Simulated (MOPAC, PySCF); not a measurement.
C2H4OS, SMILES `C(=C/O)/S` (H–O–C–C torsion 0°, C–C–S–H torsion -99°), neutral singlet in the gas phase. 

Z-matrix (Å, degrees):
```
C
C 1 1.3406
O 2 1.3400 1 125.69
H 3 0.9787 2 106.12 1 -0.44
H 1 1.0813 2 120.72 3 179.22
H 2 1.0852 3 112.38 4 179.55
S 1 1.7661 5 119.33 2 175.13
H 7 1.3495 1 98.94 5 85.40
```
Charge 0, multiplicity 1.

All levels are single points at this geometry (r2SCAN-D4/def2-TZVP); Pople sets use spherical d functions. Orbital energies aren't observables, and empty levels follow the basis.

r2SCAN-D4/def2-TZVP in PySCF gives gap (eV) = 5.17.

### Question
Estimate the gap (eV) from each of these levels: PBE-D3(BJ)/def2-TZVP in PySCF; B3LYP/6-311+G** in PySCF; B3LYP/LANL2DZ in PySCF; BP86/6-31G* in PySCF; M06-2X/6-31G* in PySCF; SVWN5/6-31G* in PySCF; HF/3-21G in PySCF; HF/6-31G* in PySCF; HF/STO-3G in PySCF; AM1 in MOPAC; PM3 in MOPAC; PM7 in MOPAC.

### Answer

```tsv
level	gap (eV)
PBE-D3(BJ)/def2-TZVP in PySCF	4.71
B3LYP/6-311+G** in PySCF	6.33
B3LYP/LANL2DZ in PySCF	6.65
BP86/6-31G* in PySCF	4.82
M06-2X/6-31G* in PySCF	9.21
SVWN5/6-31G* in PySCF	4.78
HF/3-21G in PySCF	13.92
HF/6-31G* in PySCF	13.74
HF/STO-3G in PySCF	15.66
AM1 in MOPAC	9.71
PM3 in MOPAC	9.65
PM7 in MOPAC	8.76
```
